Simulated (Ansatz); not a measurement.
A CCSD(T) single point on CH₇AlClNSi.

```yaml
crystal:
  periodic: [false, false, false]
  atoms:
    - {symbol: N, position_ang: [-1.175702, 0.602894, 2.041599]}
    - {symbol: Si, position_ang: [-0.176152, -0.375552, 1.053636]}
    - {symbol: C, position_ang: [0.584985, 0.385967, -0.472639]}
    - {symbol: Al, position_ang: [0.991014, -0.633780, -2.107698]}
    - {symbol: Cl, position_ang: [-0.762630, 0.978532, -1.623575]}
    - {symbol: H, position_ang: [-2.139790, 0.759568, 1.798947]}
    - {symbol: H, position_ang: [-0.802007, 1.367034, 2.579533]}
    - {symbol: H, position_ang: [1.000487, -0.812417, 1.854233]}
    - {symbol: H, position_ang: [-1.001158, -1.524297, 0.606746]}
    - {symbol: H, position_ang: [1.203358, 1.265819, -0.291963]}
    - {symbol: H, position_ang: [0.347464, -2.069808, -2.263440]}
    - {symbol: H, position_ang: [2.007132, 0.000840, -3.141381]}
basis:
  gaussian: {orbitals: def2-SVP}
correlation: {method: ccsd_t}
```

```sh
$ ansatz run in.yaml --threads 4 --pin off --events-out ev --progress --plain --max-ram 10444MiB
```

Output of Ansatz, abridged:

```
Functional definition: HF
1134 factors; integrals over basis functions are off by at most 1.2e-3 eV
mean field evaluation 1: about -29558.9280 eV, gradient 3.2e1 eV
mean field evaluation 2: about -29558.9344 eV, gradient 3.2e1 eV
mean field evaluation 4: about -29561.7312 eV, gradient 3.2e0 eV
mean field evaluation 8: about -29561.7707 eV, gradient 1.1e-4 eV
mean field -29561.77068693 eV, -1086.3750350568 hartree, gradient 2.8e-6 eV, S^2 0.000000; 0 other end points of the search recorded, 0 dependent functions left out
17 core orbitals not correlated: weight in the atoms' cores, before any rotation towards them, 1.000 or more for the frozen orbitals, at most 0.000 for the correlated occupied ones
reference -29561.77068693 eV, -1086.3750350568 hartree; 15, 15 occupied and 85, 85 virtual orbitals, 1134 factors
second order -16.57477507 eV of doubles, -0.00000000 eV of singles
cycle   1  -17.70830565 eV  change    -1.1e0 eV  update   9.6e-2
cycle   2  -18.22932311 eV  change   -5.2e-1 eV  update   2.9e-2
cycle   3  -18.31557564 eV  change   -8.6e-2 eV  update   1.3e-2
cycle   4  -18.31110319 eV  change    4.5e-3 eV  update   3.5e-3
cycle   5  -18.31035393 eV  change    7.5e-4 eV  update   1.2e-3
cycle   6  -18.31021473 eV  change    1.4e-4 eV  update   4.3e-4
cycle   7  -18.31012985 eV  change    8.5e-5 eV  update   1.8e-4
cycle   8  -18.31013139 eV  change   -1.5e-6 eV  update   7.4e-5
cycle   9  -18.31014180 eV  change   -1.0e-5 eV  update   3.0e-5
perturbative correction -0.49982045 eV, -0.0183680627 hartree
Total energy: -29580.58064918 eV, -1087.0662884197 hartree
```

Hardware: 4 threads of an AMD EPYC 9R05 on a shared host. Wall time 1.6 s, peak host memory 0.6 GiB.

Correlation energy per correlated electron: -0.627 eV. T1 diagnostic: 0.0114.
